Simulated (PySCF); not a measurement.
Species: C₅H₉OSi (doublet state).
Structure used (GFN2-xTB), in Å, numbered top down from 1:
```
atom  x, y, z in Å
Si1    2.7100   -0.4596    0.2991
O2     1.2646    0.0043    0.8736
C3     0.0538    0.2286    0.3479
C4    -1.1847    0.1655    1.1829
C5    -2.2572    0.0747    0.1400
C6    -1.7665    0.0532   -1.0893
C7    -0.2697    0.1272   -1.1054
H8     2.6558   -1.8109   -0.2740
H9     3.4793   -0.3886    1.5297
H10    3.1742    0.4517   -0.7527
H11   -1.1896   -0.7039    1.8549
H12   -1.3150    1.0488    1.8222
H13   -3.2989    0.0351    0.4082
H14   -2.3377   -0.0082   -1.9998
H15    0.1875   -0.7600   -1.5676
H16    0.0865    0.9925   -1.6811
```

The hyperfine couplings belong to this conformer and change with its torsions.

Identity: `[SiH3]O[C]1CC=CC1` [radical].

Computed, not measured: PySCF 2.14.0, UKS B3LYP, pcH-1 on C H O Si, non-relativistic, mean-field spin-orbit, GIAO. One conformer (not necessarily the lowest) at the GFN2-xTB geometry, without solvent, vibrations or thermal averaging. A GFN2-xTB geometry isn't a minimum of the functional, and hyperfine couplings can be far from their values at a DFT geometry. No stability test was run, so a lower SCF solution isn't excluded.

Principal values of hyperfine tensors in MHz (contact, dipolar and spin–orbit terms together), for some of the nuclei:

```csv
atom,isotope,A1,A2,A3
C3,13C,41.91,44.73,285.37
H12,1H,92.36,92.84,106.59
H15,1H,78.70,79.23,90.71
H11,1H,78.27,78.78,90.18
C4,13C,-28.41,-27.24,-24.02
C7,13C,-28.30,-27.16,-23.93
H8,1H,17.98,18.56,23.72
O2,17O,-57.99,1.20,2.63
```

**Question.** Split each tensor into its isotropic and traceless parts, and turn a_iso into mT with g = 2.0030.

**Answer.** a_iso = (A1 + A2 + A3)/3, Ti = Ai − a_iso; 1 mT corresponds to 28.035 MHz. The tensors hold a spin–orbit part: the run splits a_iso into a_FC + a_SO, and T includes its anisotropic share.

```
atom  a_iso (MHz)    a_FC   a_SO  a_iso (mT)      T1      T2      T3
  C3       124.01  124.07  -0.07       4.423  -82.09  -79.28  161.37
 H12        97.26   97.26   0.00       3.469   -4.90   -4.42    9.32
 H15        82.88   82.88   0.00       2.956   -4.18   -3.65    7.83
 H11        82.41   82.41   0.00       2.939   -4.14   -3.63    7.77
  C4       -26.56  -26.57   0.01      -0.947   -1.85   -0.68    2.53
  C7       -26.46  -26.48   0.01      -0.944   -1.83   -0.70    2.53
  H8        20.09   20.08   0.00       0.716   -2.10   -1.53    3.63
  O2       -18.05  -18.08   0.03      -0.644  -39.94   19.26   20.68
```

**Question.** What spin density at the nucleus of C7 lies behind its contact coupling (g_N = 1.40482)?

**Answer.** a_FC = (2μ0/3) gₑ μB g_N μN ρ(0)/(2S·h) = 800.24 MHz × g_N × ρ(0)/(2S), with ρ in bohr⁻³. With a_FC = -26.48 MHz and 2S = 1, ρ(0) = -0.02355 bohr⁻³.

**Question.** H16 (1H, g_N = 5.58569) isn't in the table. Its spin density at the nucleus is 0.02275 bohr⁻³. What is its contact coupling?

**Answer.** By the same relation, a_FC = 101.7 MHz. Its full tensor has the principal values 96.78, 97.27, 111.03 MHz.

**Question.** Which nucleus of the table has the largest anisotropic coupling, and what is its form?

**Answer.** C3: -82.1, -79.3, 161.4 MHz, axial, in the ratio −1:−1:+2, the form that spin in one p orbital centred on that nucleus gives.

**Question.** What first-order splitting does H12 cause when the field lies along A1, A2 or A3 of its tensor (g taken as isotropic, no quadrupole term)?

**Answer.** 2 lines (I = 1/2), spaced by |A_i|/(g × 13.996): 3.29, 3.31, 3.80 mT along the axes of A1, A2 and A3.
